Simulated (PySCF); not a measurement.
# A series of derivatives of CC1=C(F)[SiH2][SiH2]1

Parent skeleton `[CH3:1][C:2]1=[C:3]([F:4])[SiH2:5][SiH2:6]1`; one hydrogen on atom 6 is replaced by X. Hydrogens on one atom are averaged.

Averaged over atoms made equivalent by symmetry, fast rotation or ring inversion, one conformer, isolated molecule, non-relativistic Hamiltonian. NMR shieldings at PBE0/pcSseg-1/GIAO; geometry from GFN2-xTB; PySCF.

Scale: 13C (σ = 186.93 ppm) and 29Si (σ = 349.16 ppm) and 1H (σ = 31.72 ppm) against TMS; 19F (σ = 170.95 ppm) vs CFCl3 (reference shieldings calculated alike).

Parent (X = H): C1 17.5, C2 149.6, C3 176.1, F4 -53.1, Si5 -60.2, Si6 -83.1, H(C1) 2.08, H(Si5) 4.78, H(Si6) 4.27 ppm. Effects are Δδ = δ(X) − δ(H), positive for deshielding.

Known members:
```tsv
X	C1	C2	C3	F4	Si5	Si6	H(C1)	H(Si5)	H(Si6)
N=CH2	-1.7	+5.7	+2.7	-9.2	-0.2	+36.5	-0.02	-0.06	+1.40
NHCH3	-2.1	+4.1	+7.2	-6.8	-1.6	+47.5	-0.06	-0.21	+1.06
OH	-1.9	+11.5	+9.9	-9.0	+4.1	+60.8	-0.06	-0.07	+1.25
SH	-2.3	+8.6	+3.3	-6.6	+10.5	+52.6	-0.04	+0.03	+1.03
CHF2	-1.9	+1.0	+5.9	+12.2	+3.5	+37.4	+0.03	+0.12	+0.47
```

Four more derivatives gave (Δδ, ppm):
| compound | C1 | C2 | C3 | F4 | Si5 | Si6 | H(C1) | H(Si5) | H(Si6) |
| --- | --- | --- | --- | --- | --- | --- | --- | --- | --- |
| 1 | -0.8 | +3.7 | +3.3 | +4.4 | +9.1 | +2.2 | +0.09 | +0.19 | +0.54 |
| 2 | -2.1 | +4.8 | +11.8 | +0.1 | +17.4 | +60.7 | -0.07 | +0.40 | +1.18 |
| 3 | -2.2 | +5.0 | +3.7 | -4.2 | +1.2 | +60.5 | -0.08 | +0.10 | +1.10 |
| 4 | -1.7 | +7.6 | +7.7 | -6.5 | +8.9 | +60.5 | +0.01 | +0.01 | +1.27 |

**Question.** Their substituents are CN, OCHO, OCOCH3, SCH3. Which is which?

**Answer.** 1: X = CN (CC1=C(F)[SiH2][Si@H]1C#N); 2: X = OCHO (CC1=C(F)[SiH2][Si@H]1OC=O); 3: X = SCH3 (CS[Si@@H]1[SiH2]C(F)=C1C); 4: X = OCOCH3 (CC(=O)O[Si@H]1[SiH2]C(F)=C1C).

Unscaled 19F shifts against computed CFCl3 carry errors that often reach 10 to 50 ppm.
